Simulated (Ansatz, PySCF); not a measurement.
Complex: H2O (SMILES O) (first 3 atoms) with HCl (SMILES Cl); geometry from B3LYP-D3(BJ)/def2-TZVP.
(charge 0, multiplicity 1):
```xyz
5

O      0.04093     0.33230     0.25285
H      0.79409     0.84828    -0.05585
H      0.18621    -0.56719    -0.06112
Cl    -0.31280     0.47295     3.37614
H     -0.21166     0.43400     2.07639
```

Monomers are frozen at their geometry in the pair; levels with a basis set take the counterpoise correction.

Correlated levels freeze the cores. CBS(a, b) extrapolates the correlation energy as X⁻³ and adds the Hartree–Fock energy of set b.

The values were computed with Ansatz (an electronic-structure program); PySCF for the dispersion terms. Each number belongs to the level named beside it.

The comparison value is -23.9 kJ/mol (CCSD(T)/CBS(aug-cc-pV(T+d)Z, aug-cc-pV(Q+d)Z)). It is a level with limits of its own, not the exact answer.

Q: Order these levels by how close they come to the comparison value for the interaction energy, closest first: PBE-D3(BJ)/def2-TZVPPD, PBE/def2-TZVPPD, CCSD(T)/aug-cc-pV(D+d)Z. Give each level's value less the comparison value.

A: PBE/def2-TZVPPD (-1.4 kJ/mol), PBE-D3(BJ)/def2-TZVPPD (-3.7 kJ/mol), CCSD(T)/aug-cc-pV(D+d)Z (4.6 kJ/mol)
